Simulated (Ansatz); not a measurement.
Calculated with Ansatz (gas phase, PBE0-D4/def2-TZVP geometries, no zero-point term in ΔE). CCSD(T)/CBS is the MP2 limit (def2-TZVPP, def2-QZVPP) plus CCSD(T) − MP2 in def2-TZVPP, frozen cores. DFT in def2-TZVPP. B3LYP here is the variant with VWN-RPA as its local correlation; programs differ in this. Elements past krypton have def2 core potentials. For Sn outer-core shells are correlated without core-valence functions, which leaves a few kJ/mol of doubt a bond. Each species was taken in one conformer, which may not be the lowest.

`C[CH](F)[SnH2][F]` + `FCS[SiH3]` → `F[CH2][SnH2][F]` + `CC(F)S[SiH3]`  (redistribution)

```csv
level,ΔE (eV)
PBE-D4,0.01
r2SCAN-D4,0.00
B3LYP-D4,-0.01
B3LYP,0.01
HF/def2-TZVPP,-0.04
MP2/def2-TZVPP,-0.02
MP2/def2-QZVPP,-0.01
SCS-MP2/def2-QZVPP,-0.02
```

**Question.** What does CCSD(T)/CBS give? (Estimate.)

**Answer.** Computed: -0.01 eV. The listed levels differ from it by 0.02, 0.01, 0.00, 0.02, -0.03, -0.01, 0.00, -0.01 eV.

Largest T1 diagnostic among the species: 0.013.
